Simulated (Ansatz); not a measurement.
Two isomers of C4H10Si: A = `C[SiH2]C1CC1`, B = `C[SiH]1CCC1`.

Calculated with Ansatz (gas phase, PBE0-D4/def2-TZVP geometries, no zero-point term in ΔE). CCSD(T)/CBS adds triple-zeta CCSD(T) − MP2 to the extrapolated MP2 energy (def2 sets, frozen cores). DFT in def2-TZVPP. B3LYP here is the variant with VWN-RPA as its local correlation; programs differ in this. Each species was taken in one conformer, which may not be the lowest.

Task: Which is lower in electronic energy at CCSD(T)/CBS, and by how much? (Estimate.)

Result: Ansatz gave: B, by 11.1 kcal/mol.

Task: Give E(B) − E(A) in kcal/mol with CCSD(T)/def2-TZVPP, CCSD/def2-TZVPP, ωB97M-V, r2SCAN-D4, MP2/def2-TZVPP, B3LYP-D4, HF/def2-TZVPP. (Estimate.)

Result: Ansatz gave: CCSD(T)/def2-TZVPP -10.7, CCSD/def2-TZVPP -10.4, ωB97M-V -11.1, r2SCAN-D4 -10.4, MP2/def2-TZVPP -10.4, B3LYP-D4 -10.0, HF/def2-TZVPP -7.6. None reverses the order clearly.

Largest T1 diagnostic: 0.009.

In def2-TZVPP, CCSD(T) changes the Hartree–Fock value by −3.1 kcal/mol (the triples alone add −0.3 kcal/mol) and MP2 by −2.8 kcal/mol.
